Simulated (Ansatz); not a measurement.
Geometry optimisation, Ansatz 0.2.0, RKS B3LYP-D4/def2-SVP.

Input file:

```yaml
crystal:
  periodic: [false, false, false]
  atoms:
    - { symbol: B, position_ang: [0.0, 0.0, 0.0] }
    - { symbol: Cl, position_ang: [0.0, 0.0, 2.21] }
    - { symbol: "N", position_ang: [1.3423, 0.0, -0.775] }
    - { symbol: H, position_ang: [1.8089, -0.9179, -1.0268] }
    - { symbol: H, position_ang: [1.7937, 0.9179, -1.0532] }
    - { symbol: H, position_ang: [-1.0305, 0.0, -0.595] }
    - { symbol: F, position_ang: [0.0726, 1.5356, 0.5108] }
    - { symbol: H, position_ang: [0.0564, 1.1931, 1.5499] }
basis:
  gaussian: { orbitals: def2-SVP }
hamiltonian:
  xc: b3lyp
  dispersion: d4
relax:
  f_tol: 0.15
  max_steps: 25
  restrain:
    - { distance: [0, 6], at: 2.52, k: 30.0 }
    - { distance: [7, 1], at: 2.57, k: 30.0 }
    - { distance: [0, 1], at: 1.86, k: 30.0 }
    - { distance: [7, 6], at: 0.92, k: 30.0 }
```

Launched with:

```bash
$ ansatz run input.yaml --threads 1 --pin off --max-ram 2048MiB --backend cpu --events-out ev --progress --plain --runs-dir out
```

Task: Where does it end, and by what steps?

Result: It converged. The restraints hold the end off the free minimum. After 12 steps the energy has fallen by 2.693 eV (the restraints' own energy left out); H5 moved furthest, 1.10 Å. Parted: B1–F7 (1.62 → 2.53 Å), Cl2–H8 (1.36 → 2.57 Å).

| step | energy less start (eV) | largest force component (eV/Å) | accepted |
| --- | --- | --- | --- |
| 0 | 0.0000 | 4.241 | yes |
| 1 | -0.5871 | 2.909 | yes |
| 2 | -0.6313 | 2.786 | yes |
| 3 | -0.8754 | 2.771 | yes |
| 4 | -1.4864 | 1.532 | yes |
| 5 | -1.8381 | 0.780 | yes |
| 6 | -2.1058 | 1.266 | yes |
| 7 | -2.3116 | 1.516 | yes |
| 8 | -2.5587 | 0.669 | yes |
| 9 | -2.6546 | 0.564 | yes |
| 10 | -2.6818 | 0.588 | yes |
| 11 | -2.6888 | 0.526 | yes |
| 12 | -2.6928 | 0.541 | yes |

```xyz
8
Properties=species:S:1:pos:R:3
B 0.065 -0.134 -0.056
Cl 0.043 -0.788 1.665
N 1.262 -0.186 -0.751
H 2.141 -0.456 -0.324
H 1.345 0.153 -1.703
H -0.976 0.147 -0.574
F 0.126 2.216 0.876
H 0.037 1.777 1.687
```

The run took 43 s on 1 thread of Arm Neoverse V1 (shared host), peak memory 0.15 GiB.
